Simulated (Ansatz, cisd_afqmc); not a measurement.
System: Ga, charge 0, doublet.

Total energies in aug-cc-pVTZ, 3 correlated electrons, 14 frozen orbitals. Open shells are spin-unrestricted; no spin-orbit coupling. Cores are frozen in correlated methods (noble-gas shells, and filled d and f shells in the p block). No relativity. AFQMC is phaseless with a CISD trial state; ± is one standard error, without the phaseless bias. Outlying blocks are dropped, and bars are widened where a walk drifts. Over all cases where full CI ran beside it in this data, AFQMC minus full CI had a median of +0.1 mEh and passed +0.4 mEh in a tenth of the cases.

| method | program | energy (Eh) | minus CCSDT (mEh) |
|---|---|---|---|
| HF | Ansatz | -1923.26202 | 47.97 |
| MP2 | Ansatz | -1923.29572 | 14.28 |
| CCSD | Ansatz | -1923.30876 | 1.23 |
| CCSD(T) | Ansatz | -1923.30967 | 0.33 |
| CCSDT | Ansatz | -1923.30999 | 0.00 |
| AFQMC/CISD | cisd_afqmc | -1923.3099 ± 0.0001 | 0.1 ± 0.1 |

Ansatz is a program for electronic structure.
